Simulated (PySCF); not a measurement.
The third ionisation energy along the noble gases

All values are computed (PySCF 2.14, energy differences of UHF-based or UKS calculations, no spin-orbit coupling). Values in eV. The last column holds reference values (NIST; (s) semi-empirical, (t) theoretical, else measured). Unmarked ones compare directly (S terms, centres of terms, or small fine structure); those marked * lie between the lowest fine-structure levels and include a spin-orbit shift.

```json
{"element": "Ne (aug-cc-pVDZ-DK, spin-free X2C)", "configurations": "[He] 2s2 2p4 → [He] 2s2 2p3", "UHF": "61.693", "PBE": "63.874", "r2SCAN": "63.535", "B3LYP": "64.039", "CCSD (valence)": "62.455", "CCSD(T) (valence)": "62.469", "reference": "63.423 *"}
{"element": "Ar (aug-cc-pVDZ-DK, spin-free X2C)", "configurations": "[Ne] 3s2 3p4 → [Ne] 3s2 3p3", "UHF": "39.300", "PBE": "40.690", "r2SCAN": "40.607", "B3LYP": "40.848", "CCSD (valence)": "39.801", "CCSD(T) (valence)": "39.813", "reference": "40.735 ± 0.012 (s) *"}
{"element": "Kr (aug-cc-pVDZ-DK, spin-free X2C)", "configurations": "[Ar] 3d10 4s2 4p4 → [Ar] 3d10 4s2 4p3", "UHF": "34.230", "PBE": "35.475", "r2SCAN": "35.556", "B3LYP": "35.681", "CCSD (valence)": "34.677", "CCSD(T) (valence)": "34.687", "reference": "35.838 ± 0.02 *"}
```

"Valence" correlates the outer s and p shells and, in groups 3 to 12 and the f block, the outer d or f shell, open or full, or the next shell where the ion has no valence electron left; the wider scheme adds the next inner shell.
